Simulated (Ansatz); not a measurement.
`[BH2][GaH][SiH3]` → `[BH2][GaH2]` + `[SiH2]` at 500 K and 1 bar (silylene loss).

Isolated molecules relaxed with PBE0-D4/def2-TZVP in Ansatz; ΔE leaves out vibrations. CBS: MP2 limit from def2 TZ/QZ plus the TZ coupled-cluster correction, frozen cores. This one scheme is used for every species. For Ga outer-core shells are correlated without core-valence functions, which leaves a few kJ/mol of doubt a bond. Scalar relativity is left out up to krypton.

| species | CCSD(T)/CBS energy (Eh) | H − E (kJ/mol) | S (J/(mol·K)) |
| --- | --- | --- | --- |
| `[BH2][GaH][SiH3]` | -2241.36260 | 177.5 | 412.9 |
| `[BH2][GaH2]` | -1951.07352 | 114.1 | 309.2 |
| `[SiH2]` | -290.19011 | 48.0 | 226.5 |

H − E and S are ideal-gas, rigid-rotor, harmonic terms from PBE0-D4/def2-TZVP. 1 Eh = 2625.50 kJ/mol, R = 8.31446 J/(mol·K).

Problem. By hand: ΔE, ΔH, ΔS and ΔG.

Solution. ΔE = (-1951.07352) + (-290.19011) − (-2241.36260) = 0.09897 Eh = 259.8 kJ/mol. Δ(H − E) = 114.1 + 48.0 − 177.5 = -15.4, so ΔH = 244.4 kJ/mol. ΔS = 309.2 + 226.5 − 412.9 = 122.8 J/(mol·K). ΔG = 244.4 − 500 × (122.8)/1000 = 183.0 kJ/mol.

Problem. By hand: the equilibrium constant, and the temperature at which ΔG would vanish if ΔH and ΔS stayed fixed.

Solution. log₁₀ K = −ΔG/(RT ln 10) = -19.1. ΔG = 0 at ΔH/ΔS = 1990 K.

The number of gas molecules changes by +1, which sets the sign of ΔS. A doubt of 5 kJ/mol in ΔE shifts log₁₀ K by 0.5 here. Modes under 60 cm⁻¹, often nearly free rotors, make the harmonic entropy too high. These are equilibria of isolated gas molecules and say nothing of rates. Largest T1 diagnostic: 0.014 (customary marks: 0.02 for closed shells, 0.045 for open ones).
